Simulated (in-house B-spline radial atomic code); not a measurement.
Values are calculated unless marked as measured or tabulated.
**What the choice of pseudopotential does to G0W0 on PBE0: I²⁺**

All numbers come from a B-spline radial code for spherical atoms, non-relativistic (model numbers for so heavy an element), configuration [Kr] 4d10 5s2 5p3, open shells at high spin. Semilocal Troullier-Martins pseudo-atoms, one channel per l, are made with PBE or LDA for several valence sets and radii, with or without a model core, and set against the all-electron atom. One channel fits only the lowest state of its l, so a second state of that l is approximate. All electrons give 5p up: PBE0 -26.805 eV, G0W0 -30.52 eV, 5s down: PBE0 -33.79 eV, G0W0 -37.67 eV. Potentials are made in the ion's own configuration unless the neutral atom is named, and a smooth local potential serves every l without a channel. Potentials that miss their own reference levels by more than 6 millihartree, or need radii over 3.5 bohr, are left out. Columns give pseudo minus all-electron, in eV; a dash marks a level in the core or of low weight.

```csv
valence,made with,radii (bohr),model core (bohr),5p up PBE0,5p up G0W0,5s down PBE0,5s down G0W0
5s 5p,LDA,s 1.56 p 1.74 d 2.48,none,-0.28,-0.19,-0.10,+0.31
5s 5p,"PBE, neutral atom",s 2.31 p 2.65,none,+0.04,+0.06,+0.27,+0.55
5s 5p,PBE,s 1.56 p 1.77 d 2.48,1.46,+0.14,+0.29,+0.43,+0.90
5s 5p,"PBE, neutral atom",s 1.77 p 2.04,1.45,+0.14,+0.10,+0.41,+0.61
5s 5p,"PBE, neutral atom",s 2.04 p 2.35,1.45,+0.15,+0.16,+0.41,+0.67
4d 5s 5p,"PBE, neutral atom",s 1.42 p 1.63 d 0.62,none,-0.20,-0.52,+0.09,-0.37
4d 5s 5p,LDA,s 1.74 p 1.94 d 0.78,none,-0.29,-0.63,-0.03,-0.50
4d 5s 5p,"PBE, neutral atom",s 1.42 p 1.63 d 0.62,0.59,-0.22,-0.54,+0.09,-0.35
4d 5s 5p,"LDA, neutral atom",s 1.60 p 1.84 d 0.70,0.59,-0.19,-0.53,+0.04,-0.45
4d 5s 5p,"PBE, neutral atom",s 2.04 p 2.35 d 0.90,0.59,-0.20,-0.56,+0.01,-0.45
4d 5s 5p,"PBE, neutral atom",s 2.31 p 2.65 d 1.02,0.59,-0.20,-0.58,0.00,-0.50
4p 4d 5s 5p,PBE,s 2.00 p 0.84 d 0.90,none,-0.02,+0.08,-0.66,-1.83
4p 4d 5s 5p,"PBE, neutral atom",s 1.77 p 0.73 d 0.78,0.50,-0.11,-0.03,-0.83,-2.00
4p 4d 5s 5p,"LDA, neutral atom",s 2.04 p 0.84 d 0.90,0.50,-0.02,+0.08,-0.83,-2.06
```

Question: How does the G0W0 shift of 5p up, which all sets hold, depend on the valence set?

Answer: Mean size: 4p 4d 5s 5p: 0.06 eV; 5s 5p: 0.16 eV; 4d 5s 5p: 0.56 eV. A larger valence set can do worse when it takes only part of a shell, whose exchange with the frozen rest is then left to the functional. The means mix radii and the functional used in making the potentials.
